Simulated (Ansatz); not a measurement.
Start from `NBC1BC1` and change one atom or group to get `IC1BC1`.

Ansatz, PBE0-D4/def2-TZVP geometries, multiplicity 1. Each molecule was computed in one conformer, which needn't be the lowest.

Elements past krypton have def2 core potentials.

```csv
property,`NBC1BC1`
LUMO energy (B3LYP/def2-TZVPP) / eV,-1.39
HOMO–LUMO gap (PBE/def2-TZVPP) / eV,3.71
HOMO–LUMO gap (B3LYP/def2-TZVPP) / eV,5.54
HOMO–LUMO gap (PBE0/def2-TZVPP) / eV,5.97
HOMO–LUMO gap (ωB97M-V/def2-TZVPP) / eV,10.18
size of the dipole moment (ωB97M-V/def2-TZVPP) / D,1.56
```

Q: What does the change do to each property? (An estimate is asked.)

A: The calculation gave: 
| property | `IC1BC1` | shift |
| --- | --- | --- |
| LUMO energy (B3LYP/def2-TZVPP) / eV | -2.01 | -0.62 |
| HOMO–LUMO gap (PBE/def2-TZVPP) / eV | 3.15 | -0.56 |
| HOMO–LUMO gap (B3LYP/def2-TZVPP) / eV | 4.80 | -0.74 |
| HOMO–LUMO gap (PBE0/def2-TZVPP) / eV | 5.21 | -0.76 |
| HOMO–LUMO gap (ωB97M-V/def2-TZVPP) / eV | 9.31 | -0.87 |
| size of the dipole moment (ωB97M-V/def2-TZVPP) / D | 1.30 | -0.26 |

With PBE0 the HOMO rises by 0.11 eV and the LUMO falls by 0.65 eV, so the gap narrows by about 0.76 eV. PBE moves the HOMO by -0.02 eV and ωB97M-V by 0.24 eV. Dipoles are sizes alone; their direction can turn.

B3LYP here is the variant with VWN-RPA as its local correlation; programs differ in this.

Spin–orbit coupling is left out; it splits and shifts lone-pair levels of the heavy atoms by tenths of an eV.
